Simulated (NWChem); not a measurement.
System: MgHSeCl; SMILES [Cl][Mg][SeH]

NWChem input:

```
start job
memory heap 200 mb stack 900 mb global 1100 mb
geometry units angstroms noautoz
  Mg    -0.031160    -0.611373    -0.000127
  Cl    -0.140321    -2.810632    -0.000287
  Se     0.123077     1.803960     0.000475
  H     -1.348143     1.891703    -0.012948
end
basis spherical
  * library def2-svp
end
dft
  xc slater pw91lda
  iterations 150
  mulliken
end
task dft energy
```

The geometry was optimised at PBE0/def2-SVP.

Task: Predict the main results of this run. (LDA (Slater exchange, PW92)/def2-SVP.) Quantities: energy (Ha); highest occupied level (eV); orbital gap (eV); dipole (D).

Result: 
```yaml
energy (Ha): -3056.17
highest occupied level (eV): -6.01
orbital gap (eV): 3.53
dipole (D): 1.04
```
